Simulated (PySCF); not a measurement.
Gas-phase reaction: Ge(OH)4 + Ge3H8 → 2 O2 + 2 Ge2H6

Method: PySCF energies plus ideal-gas RRHO corrections (1 bar). † marks an energy on the PBE0/def2-TZVP geometry and frequencies; other levels use their own. MP2 freezes the core. 6-31G* has spherical d functions here. Open shells (unrestricted): O2 (multiplicity 3); the rest are closed-shell singlets. Ge: all electrons, no relativistic terms. Ge(OH)4: computed as isolated molecules; such fragments, hydroxides, amides, oligomers or adducts are transient or little studied in the gas. MP2 isn't extrapolated to the basis-set limit; its ΔH°(298 K) is 1021.1 kJ in def2-SVP and 1144.7 kJ in def2-TZVPP. The harmonic model lacks anharmonicity and excited electronic states, which grow with temperature; levels with a mode under 35 cm⁻¹ are left out. Internal rotation in Ge(OH)4, Ge3H8, Ge2H6 is treated as a harmonic vibration of one conformer, which makes the entropy rough.

```
level               ΔE electronic, kJ  ΔH°(298 K), kJ  ΔS°(298 K), J/K  ΔG°(2500 K), kJ
------------------  -----------------  --------------  ---------------  ---------------
BLYP/def2-TZVP†                   968             924              271              310
HF/6-31G*                         852             808              276              182
HF/def2-TZVP†                     961             918              271              304
MP2/def2-TZVPP†                  1188            1145              271              530
r2SCAN/def2-TZVP†                1034             991              271              376
ωB97M-V/def2-TZVP†               1089            1046              271              432
```
ΔH° is lowest at HF/6-31G* and highest at MP2/def2-TZVPP†. No reference value is set beside these.
